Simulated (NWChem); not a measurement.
Basis-set convergence for C$_{3}$H$_{3}$Cl

SMILES: C=C=CCl
```xyz
7

C      2.3161     0.4432     0.0000
C      1.0124     0.5352     0.0000
C     -0.2906     0.6471     0.0000
Cl    -1.3644    -0.7161     0.0000
H      2.8837     0.4030    -0.9366
H      2.8837     0.4030     0.9366
H     -0.7997     1.6150     0.0000
```
Charge 0, spin multiplicity 1.

Program: NWChem. All single points use one geometry, from PBE0/def2-SVP, a minimum by its harmonic frequencies.

Quantity: dipole moment at the level PBE.

The structure started from a generated list of species.

| basis | functions | dipole moment (D) |
|---|---|---|
| STO-3G | 27 | 1.89 |
| 3-21G | 46 | 1.89 |
| def2-SVP | 75 | 1.42 |
| def2-SVPD | 111 | 1.69 |
| aug-pcseg-1 | 123 | 1.65 |
| aug-cc-pVDZ | 123 | 1.65 |
| cc-pVTZ | 166 | 1.59 |
| pcseg-2 | 166 | 1.60 |
| def2-TZVPP | 177 | 1.54 |
| aug-cc-pVTZ | 257 | 1.63 |

Smallest basis within 0.1 D of aug-cc-pVTZ, the largest set run: def2-SVPD, with 111 functions against 257 and about 3 % of the time (also within reach: aug-pcseg-1, aug-cc-pVDZ, cc-pVTZ, pcseg-2, def2-TZVPP). aug-cc-pVTZ isn't the basis-set limit itself, and a small set can land close by cancellation.
